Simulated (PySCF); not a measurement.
# Nb (niobium, neutral): UHF calculation

Configuration: [Kr] 4d4 5p1, one real determinant (an excited configuration). Computed with PySCF 2.14 in aug-cc-pVTZ-DK (9s8p6d3f2g, 102 functions), with scalar relativity by spin-free X2C-1e.

| Item | Value |
| --- | --- |
| Total energy | -3817.033226 hartree |
| One-electron energy | -5269.2530 hartree |
| Hartree (Coulomb) energy | 1570.1193 hartree |
| Exchange energy | -117.8995 hartree |
| ⟨S²⟩ | 8.7544 |
| ⟨L²⟩ | 8.025 |
| Sum of ⟨r⟩ | 32.99 bohr |
| Sum of ⟨r²⟩ | 74.95 bohr² |
| Traceless quadrupole moment −½Σ⟨3z² − r²⟩ along its main axis | -12.6 e·bohr² |
| Langevin diamagnetic susceptibility | -59.4 ×10⁻⁶ cm³/mol |

| shell | electrons | mean orbital energy (hartree) | spread (hartree) | rms radius, mean of both spins (bohr) |
| --- | --- | --- | --- | --- |
| 1s β | 1 | -701.40322 | 0 | 0.0415 |
| 1s α | 1 | -701.40173 | 0 | 0.0415 |
| 2s α | 1 | -100.85715 | 0 | 0.171 |
| 2s β | 1 | -100.83693 | 0 | 0.171 |
| 2p α | 3 | -89.86007 | 0.00010 | 0.152 |
| 2p β | 3 | -89.84017 | 0.00508 | 0.152 |
| 3s α | 1 | -18.02872 | 0 | 0.471 |
| 3s β | 1 | -18.01844 | 0 | 0.471 |
| 3p α | 3 | -14.32734 | 0.00857 | 0.478 |
| 3p β | 3 | -14.31398 | 0.01124 | 0.478 |
| 3d α | 5 | -8.27105 | 0.02298 | 0.473 |
| 3d β | 5 | -8.23839 | 0.01334 | 0.473 |
| 4s α | 1 | -2.77661 | 0 | 1.25 |
| 4s β | 1 | -2.62518 | 0 | 1.25 |
| 4p α | 3 | -1.74016 | 0.02788 | 1.40 |
| 4p β | 3 | -1.52565 | 0.03724 | 1.40 |
| 4d α | 4 | -0.34303 | 0.02507 | 2.27 |
| 5p α | 1 | -0.12403 | 0 | 5.93 |

⟨L²⟩ = 8.03 against 12 for a pure F term, so this real determinant mixes terms.

Densities and radii are taken from the X2C orbitals without a picture-change correction, which distorts them close to the nucleus.

Spin-orbit constants ζ (cm⁻¹) from the X2C one-electron operator on these orbitals: bare nucleus, nucleus screened by l(l+1)(2l+1)/3 electrons, and screened by the Breit-Pauli mean field of the electrons.

```csv
shell,bare,screened nucleus,mean field
2p,523300,497800,n/a
3p,85640,81460,n/a
3d,11910,9007,n/a
4p,10330,9823,n/a
4d,654.5,494.8,n/a
5p,371.1,353.0,n/a
```

To first order the Landé constant is A = 89.51 cm⁻¹, so the lowest level has J = 1/2 and lies 0.111 eV below the centre of the term. This holds in LS coupling only.
